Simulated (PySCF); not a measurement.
# Scandium: highly charged ions in a basis for the neutral atom

Sc⁵⁺ [Ne] 3s2 3p4, Sc⁶⁺ [Ne] 3s2 3p3. Calculation: PySCF 2.14, in aug-cc-pVDZ (7s6p4d2f, 59 functions); no relativity, point nucleus. No spin-orbit coupling, so a gap to NIST mixes the basis error with missing relativistic terms.

Changed run: basis of the neutral atom used for a highly charged ion. This setting is unsound on purpose.

```tsv
species	method	sound run (hartree)	changed run (hartree)	converged
Sc⁵⁺	UHF	not run	-752.12217	yes
Sc⁵⁺	M06-L	not run	-752.78525	yes
Sc⁵⁺	PBE0	not run	-752.60358	yes
Sc⁶⁺	UHF	not run	-748.03852	yes
Sc⁶⁺	M06-L	not run	-748.64951	yes
Sc⁶⁺	PBE0	not run	-748.46215	yes
```

Ionisation energy of Sc⁵⁺:

| method | changed run (eV) | NIST (eV) |
| --- | --- | --- |
| UHF | 111.12 | 110.68 ± 0.05 |
| M06-L | 112.54 | 110.68 ± 0.05 |
| PBE0 | 112.69 | 110.68 ± 0.05 |

The contracted functions were made for the neutral atom and can be too rigid for a highly charged ion.
